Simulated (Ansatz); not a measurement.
`[BH2][GeH2][CH2][SiH3]` + `BNCC=C` → `BN([SiH3])CC=C` + `[BH2][GeH2][CH3]`  (ligand exchange at the Si–C bond)

Calculated with Ansatz (gas phase, PBE0-D4/def2-TZVP geometries, no zero-point term in ΔE). CCSD(T)/CBS is the MP2 limit (def2-TZVPP, def2-QZVPP) plus CCSD(T) − MP2 in def2-TZVPP, frozen cores. Functionals use def2-TZVPP. For Ge outer-core shells are correlated without core-valence functions, which leaves a few kJ/mol of doubt a bond. Scalar relativity is left out up to krypton. One conformer a species, not always the lowest.

```csv
level,ΔE (kJ/mol)
r2SCAN-D4,-28.2
PBE,-20.0
```

(1) What does CCSD(T)/CBS give? (Estimate.)

Largest T1 diagnostic among the species: 0.012.

Results:

(1) Ansatz gave: -30.6 kJ/mol. The listed levels differ from it by 2.4, 10.6 kJ/mol.

The D4 term adds −5.0 kJ/mol with B3LYP and −2.8 kJ/mol with PBE0; it sums over pairs of atoms, weighted by their polarisabilities, and B3LYP, whose exchange is more repulsive, gets the larger term.

B3LYP here is the variant with VWN-RPA as its local correlation; programs differ in this.
